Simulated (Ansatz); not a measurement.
Reaction (redistribution): `O[SiH](O)[O][AlH2]` + `O[SiH]([SiH3])[GeH3]` → `O[SiH]([SiH3])[O][AlH2]` + `O[SiH](O)[GeH3]`

Isolated molecules relaxed with PBE0-D4/def2-TZVP in Ansatz; ΔE leaves out vibrations. CBS: MP2 limit from def2 TZ/QZ plus the TZ coupled-cluster correction, frozen cores. Functionals use def2-TZVPP. For Ge outer-core shells are correlated without core-valence functions, which leaves a few kJ/mol of doubt a bond. Scalar relativity is left out up to krypton. Each species was taken in one conformer, which may not be the lowest.

```json
{"level": "PBE-D4", "ΔE (kJ/mol)": "22.6"}
{"level": "ωB97X-V", "ΔE (kJ/mol)": "24.7"}
```

Problem. What does CCSD(T)/CBS give? (Estimate.)

Solution. Computed: +27.4 kJ/mol. The listed levels differ from it by -4.8, -2.7 kJ/mol.

Largest T1 diagnostic among the species: 0.013.

From PBE to PBE0 (25 % exact exchange), in def2-TZVPP and without D4, ΔE moves by +3.8 kJ/mol.
